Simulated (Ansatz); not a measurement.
```yaml
crystal:
  periodic: [false, false, false]
  atoms:
    - {symbol: Na, position_ang: [1.649583, 4.051555, -0.020625]}
    - {symbol: Na, position_ang: [-1.649570, -4.051322, 0.031776]}
    - {symbol: Na, position_ang: [2.199828, 0.156567, 0.014887]}
    - {symbol: Na, position_ang: [0.136978, -1.925669, 0.015372]}
    - {symbol: Na, position_ang: [-2.201823, 3.781431, -0.049441]}
    - {symbol: Na, position_ang: [2.203222, -3.779008, 0.060379]}
    - {symbol: Na, position_ang: [-0.137054, 1.924657, -0.025342]}
    - {symbol: Na, position_ang: [-2.199412, -0.157245, -0.018127]}
    - {symbol: H, position_ang: [0.286718, -4.055985, 0.044107]}
    - {symbol: H, position_ang: [-0.002372, -0.001059, -0.009583]}
    - {symbol: H, position_ang: [-2.260373, 1.857882, -0.037649]}
    - {symbol: H, position_ang: [1.976707, 2.155063, -0.006058]}
    - {symbol: H, position_ang: [-0.285847, 4.057549, -0.040004]}
    - {symbol: H, position_ang: [2.261478, -1.856948, 0.035864]}
    - {symbol: H, position_ang: [-1.978071, -2.157450, 0.004445]}
basis:
  gaussian: {orbitals: pcseg-2}
total_charge: 1
hamiltonian: {xc: {name: HSE06}, pseudopotentials: {relativity: scalar}}
scf: {lower_state_search: off}
output: {forces: true}
```

```sh
$ ansatz run in.yaml --threads 4 --pin off --events-out ev --progress --plain --max-ram 4787MiB
```

It prints (some lines left out):

```
Functional definition: HSE06
2076 factors; their error is unknown
221 factors; integrals over basis functions are off by at most 2.0e-6 eV
mean field evaluation 1: about -35454.1554 eV, gradient 3.7e1 eV
mean field evaluation 2: about -35458.2836 eV, gradient 1.9e1 eV
mean field evaluation 4: about -35460.4905 eV, gradient 4.8e-1 eV
mean field evaluation 8: about -35460.7295 eV, gradient 1.4e-2 eV
mean field -35460.72948611 eV, -1303.1577724689 hartree, gradient 5.7e-6 eV, S^2 0.000000; 0 other end points of the search recorded, 0 dependent functions left out
reference -35460.72959852 eV, -1303.1577765998 hartree; 47, 47 occupied and 203, 203 virtual orbitals, 2076 factors
Total energy: -35460.72959852 eV, -1303.1577765998 hartree
Relativity: scalar
Atom 0 at     1.649583     4.051555    -0.020625 Å, force     0.536217     0.647828     0.000417 eV/Å
Atom 1 at    -1.649570    -4.051322     0.031776 Å, force    -0.532909    -0.657052     0.004308 eV/Å
Atom 2 at     2.199828     0.156567     0.014887 Å, force     0.339423     0.014179     0.000819 eV/Å
Atom 3 at     0.136978    -1.925669     0.015372 Å, force     0.008724    -0.169941    -0.003018 eV/Å
Atom 4 at    -2.201823     3.781431    -0.049441 Å, force    -0.621588     0.567134    -0.008227 eV/Å
Atom 5 at     2.203222    -3.779008     0.060379 Å, force     0.619848    -0.573516     0.012820 eV/Å
Atom 6 at    -0.137054     1.924657    -0.025342 Å, force    -0.009331     0.172021    -0.006932 eV/Å
Atom 7 at    -2.199412    -0.157245    -0.018127 Å, force    -0.344986    -0.014646    -0.004356 eV/Å
Atom 8 at     0.286718    -4.055985     0.044107 Å, force     0.027402    -0.373310     0.004580 eV/Å
Atom 9 at    -0.002372    -0.001059    -0.009583 Å, force     0.006585     0.002556    -0.001093 eV/Å
Atom 10 at    -2.260373     1.857882    -0.037649 Å, force    -0.338814    -0.201244     0.000095 eV/Å
Atom 11 at     1.976707     2.155063    -0.006058 Å, force     0.358431    -0.139122     0.005244 eV/Å
Atom 12 at    -0.285847     4.057549    -0.040004 Å, force    -0.026363     0.370375    -0.003185 eV/Å
Atom 13 at     2.261478    -1.856948     0.035864 Å, force     0.336327     0.203789     0.001873 eV/Å
Atom 14 at    -1.978071    -2.157450     0.004445 Å, force    -0.358966     0.150950    -0.003347 eV/Å
Dipole moment:     0.002431     0.001187     0.010980 e Å
Checks for a lower state left out: stability, starts, cluster_reference, orbital_swaps, neighbouring_geometries, increment
```

It took 9.5 s on 4 threads of Arm Neoverse V2 on a shared host, peak host memory 1.1 GiB.

HSE06 is defined as in plane-wave codes, on full-range PBE exchange.

The dipole of an ion depends on the origin.
